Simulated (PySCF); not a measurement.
Two species compared at the same levels of theory.

First species: methyl selenocyanate, C2H3NSe.
Numbering: `[CH3:1][Se:2][C:3]#[N:4]` (hydrogens: H5, H6, H7 on C1)

Second species: CH9NOSi2.
Geometry (PBE0-D3(BJ)/def2-SVP, Å), atoms numbered from 1 in this order:
```
atom  x, y, z in Å
C1     1.8354   -0.3847    0.7868
N2     1.3948   -0.2147   -0.5775
Si3    0.1881    0.8859   -1.1075
O4    -1.3870    0.3869   -0.8682
Si5   -2.3473   -0.2661    0.3117
H6     1.3454   -1.2267    1.3123
H7     2.9257   -0.5438    0.8465
H8     1.6162    0.5276    1.3639
H9     1.6430   -0.9845   -1.1895
H10    0.3814    2.1469   -0.3336
H11    0.3392    1.0631   -2.5753
H12   -3.7662   -0.2136   -0.1405
H13   -1.9683   -1.6894    0.5716
H14   -2.2083    0.4977    1.5915
```

Levels: wB97X-D/def2-SVPD for dipole moment, HOMO energy, LUMO energy, HOMO–LUMO gap, static isotropic polarisability and electronic spatial extent ⟨r²⟩ about the centre of nuclear charge; TDDFT wB97X-D/def2-SVPD for lowest singlet excitation; TDA wB97X-D/def2-SVPD for lowest triplet excitation (Tamm–Dancoff); ΔSCF wB97X-D/def2-SVPD for vertical ionisation energy; PBE0-D3(BJ)/def2-SVP for rotational constant A and rotational constant C. Geometries: PBE0-D3(BJ)/def2-SVP. All species are isolated and taken at one optimised geometry, non-relativistic unless stated. Electronic properties by PySCF.

Dipoles, sizes and rotational constants follow the conformer. The torsions of the flexible species, by atom-mapped SMILES:
- `[CH3:1][NH:2][SiH2:3][O:4][SiH3:5]`: C1–N2–Si3–O4 -80°, N2–Si3–O4–Si5 47°

Values for the first species:

| Property | Result |
| --- | --- |
| Dipole moment | 4.41 D |
| HOMO energy | -9.20 eV |
| LUMO energy | 0.59 eV |
| HOMO–LUMO gap | 9.79 eV |
| Lowest singlet excitation | 4.69 eV |
| Lowest triplet excitation (Tamm–Dancoff) | 4.33 eV |
| Static isotropic polarisability | 55.5 au |
| Vertical ionisation energy | 9.66 eV |
| Electronic spatial extent ⟨r²⟩ about the centre of nuclear charge | 453 bohr² |
| Rotational constant A | 10.291 GHz |
| Rotational constant C | 2.638 GHz |

Question: Estimate the same properties for the second species, and the change in each.

Answer: 
```json
{"property": "dipole moment", "first": "4.41 D", "second": "1.55 D", "second less first": "-2.86 D"}
{"property": "HOMO energy", "first": "-9.20 eV", "second": "-9.00 eV", "second less first": "+0.20 eV"}
{"property": "LUMO energy", "first": "0.59 eV", "second": "1.84 eV", "second less first": "+1.25 eV"}
{"property": "HOMO–LUMO gap", "first": "9.79 eV", "second": "10.84 eV", "second less first": "+1.05 eV"}
{"property": "lowest singlet excitation", "first": "4.69 eV", "second": "6.46 eV", "second less first": "+1.77 eV"}
{"property": "lowest triplet excitation (Tamm–Dancoff)", "first": "4.33 eV", "second": "6.25 eV", "second less first": "+1.92 eV"}
{"property": "static isotropic polarisability", "first": "55.5 au", "second": "76.3 au", "second less first": "+20.8 au"}
{"property": "vertical ionisation energy", "first": "9.66 eV", "second": "9.28 eV", "second less first": "-0.38 eV"}
{"property": "electronic spatial extent ⟨r²⟩ about the centre of nuclear charge", "first": "453 bohr²", "second": "911 bohr²", "second less first": "+458 bohr²"}
{"property": "rotational constant A", "first": "10.291 GHz", "second": "4.885 GHz", "second less first": "-5.406 GHz"}
{"property": "rotational constant C", "first": "2.638 GHz", "second": "1.372 GHz", "second less first": "-1.266 GHz"}
```

On the first: The ΔSCF ionisation energy exceeds −ε(HOMO) by 0.46 eV with wB97X-D. No computed singlet falls in the visible range (750 to 380 nm, 1.65 to 3.26 eV); S1 lies 1.43 eV above its blue end. The calculation is non-relativistic and has no spin–orbit coupling, an omission that weighs most on selenium.

On the second: No computed singlet falls in the visible range (750 to 380 nm, 1.65 to 3.26 eV); S1 lies 3.20 eV above its blue end. The principal polarisabilities are 69.2, 77.2 and 82.6 au; their mean is the isotropic value.
